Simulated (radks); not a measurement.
Initial-state core-level shifts of the ruthenium ion Ru+ when its valence configuration changes from [Kr] 4d7. Calculated with a radial shooting solver on a logarithmic mesh with Libxc functionals: scalar-relativistic Kohn-Sham, PBEsol, spin-polarised, spherical densities, point nucleus; open shells are filled with parallel spins first (spin-orbit coupling, left out, can overturn this in heavy ions). Shifts are changes of the shell-averaged eigenvalues in eV (positive: less bound).

valence	1s	2s	2p	4p
4d5 5s2	-8.037	-8.575	-8.539	-7.179
4d5 5s1 5p1	-9.094	-9.646	-9.605	-8.188
4d4 5s2 5p1	-14.263	-15.144	-15.083	-12.626
4d6 5p1	-5.033	-5.258	-5.238	-4.695
4d6.5 5s0.5	-1.809	-1.932	-1.923	-1.660
4d6 5s1	-3.713	-3.973	-3.955	-3.369
4d5 5s0.5 5p1.5	-9.724	-10.264	-10.221	-8.811
4d6 5s0.5 5p0.5	-4.379	-4.621	-4.603	-4.038
4d5 5p2	-10.344	-10.871	-10.827	-9.423
